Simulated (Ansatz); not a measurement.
`B[SiH2]C(F)Cl` → `BC[SiH](F)Cl`  (isomerisation)

Calculated with Ansatz (gas phase, PBE0-D4/def2-TZVP geometries, no zero-point term in ΔE). CBS: MP2 limit from def2 TZ/QZ plus the TZ coupled-cluster correction, frozen cores. DFT in def2-TZVPP. B3LYP here is the variant with VWN-RPA as its local correlation; programs differ in this. Each species was taken in one conformer, which may not be the lowest.

Task: Is it downhill or uphill in electronic energy at CCSD(T)/CBS, and by how much? (An estimate is asked.)

Result: The calculation gave: Downhill: ΔE = -460.0 kJ/mol.

Task: What do these levels give: ωB97M-V, B3LYP, MP2/def2-TZVPP, HF/def2-QZVPP, MP2/def2-QZVPP, HF/CBS(def2)? (Best estimate.)

Result: Computed: ωB97M-V -457.3, B3LYP -443.0, MP2/def2-TZVPP -477.8, HF/def2-QZVPP -466.5, MP2/def2-QZVPP -482.2, HF/CBS(def2) -466.9 kJ/mol.

Largest T1 diagnostic among the species: 0.012.

From PBE to PBE0 (25 % exact exchange), in def2-TZVPP and without D4, ΔE moves by −16.7 kJ/mol.
